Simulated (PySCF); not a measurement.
Si(F)4(OH2) (F4H2OSi), SMILES O->[Si](F)(F)(F)F (connectivity only; charge and spin as stated), neutral, multiplicity 1.

Geometry optimised at PBE0-D3(BJ)/def2-SVP. Other conformers were not sampled.

Two levels are set side by side: PBE/def2-TZVP (PySCF) and M06-2X/def2-TZVP (PySCF). Same geometry, gas phase. Differences are taken from unrounded values.

```tsv
quantity	M06-2X
orbital gap (eV)	13.36
highest occupied level (eV)	-12.89
lowest empty level (eV)	0.47
dipole moment (D)	4.51
mean polarisability (bohr³)	27.3
```

Task: What does PBE give, and how far is it from M06-2X? (An estimate is asked for; the answer gives what the named calculation found.)

Result: 
```tsv
quantity	PBE	PBE minus M06-2X
orbital gap (eV)	7.78	-5.58
highest occupied level (eV)	-8.90	3.99
lowest empty level (eV)	-1.12	-1.59
dipole moment (D)	4.38	-0.13
mean polarisability (bohr³)	30.0	2.7
```

Without exact exchange PBE keeps part of each electron's self-repulsion, which lifts occupied levels and narrows the gap. Loosely held outer electrons make PBE densities more polarisable. Differences between two approximate levels are no errors against the true value.

Rough cost on one machine, each run with all the roots and properties that it gave: M06-2X against PBE about 4 times.
